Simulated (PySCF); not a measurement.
SMILES CC(C)(C)[SH2+] (charge +1) (GFN2-xTB optimised geometry):

```
16

C      0.990     0.713    -1.046
C      0.067     0.133     0.000
C      0.419     0.562     1.408
C     -1.398     0.329    -0.323
S      0.315    -1.794     0.000
H      0.857     1.794    -1.054
H      0.759     0.354    -2.047
H      2.038     0.520    -0.826
H     -0.200     0.058     2.147
H      0.240     1.631     1.504
H      1.466     0.382     1.640
H     -2.038    -0.180     0.393
H     -1.644    -0.015    -1.326
H     -1.629     1.391    -0.273
H      0.249    -1.975    -1.335
H      1.664    -1.794     0.000
```

Method: CAM-B3LYP/def2-TZVP (PySCF).

### Question
What are the frontier orbital energies?

### Answer
HOMO-2 -16.24 eV, HOMO-1 -16.21 eV, HOMO -15.87 eV, LUMO -4.87 eV, LUMO+1 -4.34 eV.

On the same geometry PBE/def2-TZVP (PySCF 2.14.0) gives HOMO-2 -13.36 eV, HOMO-1 -13.34 eV, HOMO -13.24 eV, LUMO -7.04 eV, LUMO+1 -6.52 eV.

Meta-Löwdin charges at CAM-B3LYP/def2-TZVP: C1 -0.35, C2 0.10, C3 -0.35, C4 -0.35, S5 0.40, H6 0.16, H7 0.13, H8 0.13, H9 0.14, H10 0.16, H11 0.13, H12 0.14, H13 0.13, H14 0.16, H15 0.15, H16 0.15.
